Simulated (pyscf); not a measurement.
PySCF, gas phase, ωB97X-D3(BJ)/def2-SVP geometries.

For the elementary gas-phase step `[Cl][SiH][SiH2][Cl]` [doublet] -> `[SiH2][SiH]([Cl])[Cl]` [doublet] (doublet surface; Cl–Si broken, Cl–Si formed), what barrier and reaction energy does r²SCAN/def2-TZVP give, measured from the reactant's lowest minimum found?

ΔE‡ = 1.33 eV, ΔE = -0.08 eV. ωB97M-D3(BJ)/def2-TZVP gives 1.36 eV and -0.07 eV. Zero-point energy shifts the barrier by -0.05 eV. It is a group migration, with an imaginary mode of 155i cm⁻¹. One saddle was located; it need not be the lowest between these sides.
